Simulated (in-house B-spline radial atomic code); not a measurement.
The numbers below are computed, except where a source is named.
## Building a PAW s channel for Hf, r_c = 2.92 bohr

Hf, [Xe] 4f14 5d2 6s2, non-relativistic PBE (a model for so heavy an element), spherical and spin-unpolarised, from a B-spline radial code for spherical atoms (atomic units; all potentials screened as in the neutral atom).

Two all-electron partial waves φ1, φ2 are integrated outwards at E1 = ε(6s) = -0.16131 and E2 = E1 + 1.5 hartree; φ1 is the bound orbital and φ2 has unit norm inside r_c = 2.9232 bohr. Smooth partners are polynomials, r^1(a0 + a1 r² + a2 r⁴ + a3 r⁶), matched to φ and three derivatives at r_c, with no condition on the norm. The local potential is -3.3121 + (0.909537) r² + (-0.102718) r⁴ + (0.00418556) r⁶ inside 2.4832 bohr and the all-electron one outside.

```
wave     φ(r_c)     φ'(r_c)          a0          a1            a2             a3
   1  0.5720345  0.07626445  0.04997378  0.05671939  -0.006470804   0.0002140087
   2  0.3345728    1.964273    -1.74407    0.303927  -0.007443069  -0.0003126405
```

Inside r_c the overlaps are <φi φj> = [[0.27490, -0.36604], [-0.36604, 1.00000]] and, for the smooth waves, [[0.28652, -0.62495], [-0.62495, 3.79754]]. With χj = (Ej − T − V_local) applied to smooth wave j, the program's quadrature gives the matrix B_ij = <smooth i, χj> as [[0.14358, -1.27770], [-0.88933, 9.69330]].

(1) Check the match of the first wave, and find the augmentation charges q_ij.

(2) B isn't symmetric. Show that D_ij = B_ij + Ej q_ij is.

Solving (T + V_local + Σ p D p) ψ = E (1 + Σ p q p) ψ in a sphere of 9 bohr, whose wall lifts the free-atom level a little, gives these levels:

```
all-electron  one projector  two projectors
   -0.159485      -0.443330               -
    0.122798      -0.159485               -
    0.511744       0.123265               -
    1.065080       0.510603               -
    1.771120       1.045520               -
```

(3) What does the second projector gain?

Results:

(1) At r_c the four terms are 0.14608, 1.41680, -1.38118, 0.39034, which sum to 0.5720, φ1(r_c) to rounding. q_ij is the all-electron overlap less the smooth one: [[-0.01162, 0.25891], [0.25891, -2.79754]]. The smooth first wave has a norm of 0.2865 inside r_c against 0.2749, so q11 is negative and must stay small enough for the overlap operator to be positive.

(2) Integrating by parts gives B12 − B21 = (E1 − E2) q12: -1.27770 − (-0.88933) = -0.38837, and −1.5 × (0.25891) = -0.38836. So D12 = -1.27770 + (1.338690)(0.25891) = -0.93110 and D21 = -0.88933 + (-0.16131)(0.25891) = -0.93110; D11 = 0.14546, D22 = 5.94826. The projectors, p = (B⁻¹)ᵀ χ, are dual to the smooth waves; det B = 0.26.

(3) With one projector a ghost lies below the reference level, so the set fails. With two the overlap operator is not positive, so the set fails. The lowest eigenvalue of the overlap operator is 0.8815 with one and -0.005091 with two projectors. The smooth orbital alone needs a cutoff of 2.08 hartree for 1 millihartree of kinetic energy, against 3.7 for a norm-conserving Troullier-Martins orbital of the same radius, which is no gain while the set fails.
